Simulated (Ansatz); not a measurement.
System: C₅H₆FN (charge 0, singlet). 
Geometry from a B3LYP-D3(BJ)/def2-TZVP (Ansatz, an electronic-structure program) optimisation:
```
N
C 1 1.3616
F 2 1.3364 1 118.83
C 2 1.3656 3 130.25 1 -179.73
H 4 1.0756 2 126.40 3 0.62
C 1 1.3824 2 107.47 3 179.70
C 6 1.3709 1 108.24 2 0.49
H 6 1.0759 7 131.34 4 -179.94
H 7 1.0768 6 125.76 8 -0.56
C 1 1.4476 2 125.73 3 4.13
H 10 1.0881 1 108.86 2 -157.43
H 10 1.0883 11 108.82 1 -119.73
H 10 1.0922 11 109.03 12 -118.51
```

Dipole moments at this geometry, in debye (magnitudes).

```json
[
 {"level": "PBE/def2-TZVPD", "program": "Ansatz", "dipole (D)": "2.04"},
 {"level": "r2SCAN/def2-TZVPD", "program": "Ansatz", "dipole (D)": "2.06"},
 {"level": "B97M-V/def2-TZVPD", "program": "Ansatz", "dipole (D)": "2.00"},
 {"level": "B3LYP/def2-TZVPD", "program": "Ansatz", "dipole (D)": "2.06"},
 {"level": "BHLYP/def2-TZVPD", "program": "Ansatz", "dipole (D)": "2.09"},
 {"level": "r2SCANh/def2-TZVPD", "program": "Ansatz", "dipole (D)": "2.07"},
 {"level": "r2SCAN0/def2-TZVPD", "program": "Ansatz", "dipole (D)": "___"},
 {"level": "CAM-B3LYP/def2-TZVPD", "program": "Ansatz", "dipole (D)": "2.09"},
 {"level": "LC-wPBE/def2-TZVPD", "program": "Ansatz", "dipole (D)": "2.12"},
 {"level": "CCSD(T)/aug-cc-pVDZ", "program": "Ansatz", "dipole (D)": "___"}
]
```

**Question.** Complete the blanks.

**Answer.** 
- r2SCAN0/def2-TZVPD, dipole (D): 2.08
- CCSD(T)/aug-cc-pVDZ, dipole (D): 2.09
